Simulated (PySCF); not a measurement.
# Electric field gradients and quadrupole coupling constants

C4H7FO3S.
Geometry (GFN2-xTB, Å), atoms numbered from 1 in this order:
```
atom  x, y, z in Å
C1    -1.5498   -1.4414    0.5607
C2    -0.5762   -0.3445    0.2540
C3    -1.1054    1.0496    0.2462
C4     0.6969   -0.5859   -0.0160
F5     1.2260   -1.8225   -0.0666
S6     1.9474    0.6253   -0.4394
O7     1.8310    1.7729    0.3971
O8     3.2139   -0.0116   -0.5898
O9     1.4444    1.0446   -1.9171
H10   -2.3719   -1.4125   -0.1525
H11   -1.0741   -2.4167    0.5186
H12   -1.9665   -1.2926    1.5555
H13   -1.7336    1.2106    1.1201
H14   -1.7218    1.2007   -0.6395
H15   -0.2983    1.7733    0.2416
H16    2.0303    0.6596   -2.5711
```

Field gradients from the PBE0/pcSseg-1 density (PySCF, non-relativistic), principal values in atomic units, ordered |Vxx| ≤ |Vyy| ≤ |Vzz|:

```tsv
atom	Vxx	Vyy	Vzz
S6	-0.2627	-0.6550	0.9177
O7	-0.5741	-0.7311	1.3052
O8	-0.5698	-0.7151	1.2849
O9	-0.0953	-1.6460	1.7413
```

Problem. Find the asymmetry η = (Vxx − Vyy)/Vzz and the couplings χ = eQV/h (234.96 MHz × Q in barn × V in au), with Q(33S) = −0.0678 b, Q(17O) = −0.0256 b.

Solution. 
```csv
atom,environment,nucleus,η,χzz (MHz),χxx (MHz),χyy (MHz)
S6,sulfonyl sulfur,33S,0.43,-14.62,4.18,10.44
O7,sulfonyl oxygen,17O,0.12,-7.85,3.45,4.40
O8,sulfonyl oxygen,17O,0.11,-7.73,3.43,4.30
O9,hydroxyl oxygen,17O,0.89,-10.47,0.57,9.90
```

The tensor is traceless: Vxx + Vyy + Vzz = 0.

Problem. What is Vzz at O8 in SI units (1 au = 9.71736 × 10²¹ V/m²)?

Solution. 1.2849 au = 12.486 × 10²¹ V/m².

Were the hydrogens deuterons (Q(2H) = 0.00286 b), χzz would run from 201 kHz (H15) to 320 kHz (H16).

The structure is a single GFN2-xTB conformer in the gas phase; no vibrational or solvent corrections. GFN2-xTB bond lengths can be off by several hundredths of an ångström, more for odd bonds, and the gradients follow them. With a basis this small, the couplings can be 20 % off.
